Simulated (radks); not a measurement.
Results of a calculation; reference values are marked as such.
Task: Species: the thulium ion Tm+. Configuration: [Xe] 4f12.5 6s1.5 (fractional occupations, a model configuration). Code: a radial shooting solver on a logarithmic mesh with Libxc functionals. Model: scalar-relativistic Kohn-Sham, LDA (Slater exchange, Perdew-Wang correlation), spin-polarised, spherical densities, point nucleus; open shells are filled with parallel spins first (spin-orbit coupling, left out, can overturn this in heavy ions). Some entries of the table are withheld. Estimate them.

orbital  occ.  eigenvalue (Ry)  r(max) (bohr)  <r> (bohr)
1s up       1        -4354.797        0.01262     0.02002
1s down     1        -4354.796        0.01262     0.02002
2s up       1        -735.4876        0.07194     0.08493
2s down     1        -735.4850        0.07194     0.08493
2p up       3        -649.7244        0.05856     0.07544
2p down     3        -649.7224        0.05856     0.07544
3s up       1        -165.9367         0.2034      0.2212
3s down     1        -165.8857         0.2034      0.2212
3p up       3        -139.9708         0.2003      0.2205
3p down     3        -139.9200         0.2003      0.2204
3d up       5        -107.8518         0.1632      0.2000
3d down     5        -107.8122         0.1632      0.1999
4s up       1        -33.35584         0.4643      0.4979
4s down     1        -33.25542         0.4643      0.4980
4p up       3        -24.81499         0.4856      0.5284
4p down     3        -24.71648         0.4856      0.5285
4d up       5        -13.47336         0.5009      0.5711
4d down     5        -13.37742         0.5009      0.5714
5s up       1              (1)          1.085       1.219
5s down     1              (2)          1.087       1.222
5p up       3              (3)          1.242       1.448
5p down     3              (4)          1.245       1.451
4f up       7         -1.07921         0.4932      0.7733
4f down   5.5         -0.99441         0.4938      0.7817
6s up       1         -0.76662            (5)       3.409
6s down   0.5         -0.73735            (6)       3.437

Result: 
(1) 5s up eigenvalue (Ry): -4.68638
(2) 5s down eigenvalue (Ry): -4.63957
(3) 5p up eigenvalue (Ry): -2.70022
(4) 5p down eigenvalue (Ry): -2.66372
(5) 6s up r(max) (bohr): 2.991
(6) 6s down r(max) (bohr): 2.999
